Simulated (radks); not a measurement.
Polarisability of the boron ion B4+, 1s1, at imaginary frequency. All-electron calculation, scalar-relativistic Kohn-Sham, LDA (Slater exchange, Perdew-Wang correlation), spin-polarised, spherical densities, finite nucleus; open shells are filled with parallel spins first; Fermi nuclear charge, rms radius 2.406 fm. Program: a radial shooting solver on a logarithmic mesh with Libxc functionals. Response by self-consistent Sternheimer equations with the Hartree and adiabatic LDA kernel, the relativistic mass of each level held fixed and spin-orbit coupling left out.

w (hartree)  alpha1(iw) (bohr^3)  alpha2(iw) (bohr^5)
0.00266                 0.007640             0.001081
0.0143                  0.007640             0.001081
0.0360                  0.007640             0.001081
0.0697                  0.007640             0.001080
0.118                   0.007639             0.001080
0.186                   0.007638             0.001080
0.280                   0.007634             0.001080
0.413                   0.007627             0.001079
0.605                   0.007612             0.001078
0.892                   0.007579             0.001075
1.35                    0.007502             0.001069
2.12                    0.007307             0.001053
3.59                    0.006762             0.001005
6.94                    0.005188            0.0008476
17.5                    0.002031            0.0004147

Static values: alpha1 = 0.007640 bohr^3 (0.001132 angstrom^3; uncoupled 0.007629), alpha2 = 0.001081 bohr^5, alpha3 = 0.0003966 bohr^7. C6 = 0.0004520, C8 = 0.0003652, triple-dipole C9 = 2.550e-06 atomic units. One-pole (London) frequency 4 C6 / (3 alpha1^2) = 10.325 hartree, against 11.224 for minus the highest occupied eigenvalue.
